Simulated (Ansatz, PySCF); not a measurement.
BiF2, SMILES [F][Bi+][F] (connectivity only; charge and spin as stated), charge +1, multiplicity 1. Atoms are numbered in the order given.

```xyz
3

Bi     0.0000     0.0000     0.1850
F      0.0000    -1.4282    -1.1207
F      0.0000     1.4282    -1.1207
```
Charge +1, spin multiplicity 1.

Geometry optimised at PBE0-D3(BJ)/def2-TZVP. The spin state was assumed, not searched. The isomer is the one that the SMILES or the coordinates give; other isomers of the formula were not compared. The def2 effective core potentials stand for the cores of Bi; spin–orbit coupling is left out.

Two levels are set side by side: PBE-D3(BJ)/def2-TZVP (Ansatz, a quantum-chemistry and plane-wave program) and PBE0-D3(BJ)/def2-TZVP (Ansatz). Each level has its own optimised geometry; the coordinates shown are those of the second. Frequencies come from the Hessian of PySCF at each geometry. Differences are taken from unrounded values.

```tsv
quantity	PBE0-D3(BJ)	PBE-D3(BJ)	PBE-D3(BJ) minus PBE0-D3(BJ)
mean bond length (Å)	1.935	1.965	0.030
bond Bi1–F2 (Å)	1.935	1.965	0.030
bond Bi1–F3 (Å)	1.935	1.965	0.030
highest harmonic wavenumber (cm⁻¹)	677	633	-44
mean harmonic wavenumber (cm⁻¹)	512	479	-33
zero-point energy (kcal/mol)	2.19	2.05	-0.14
```

Exact exchange shortens and stiffens bonds; PBE has none. Differences between two approximate levels are no errors against the true value.
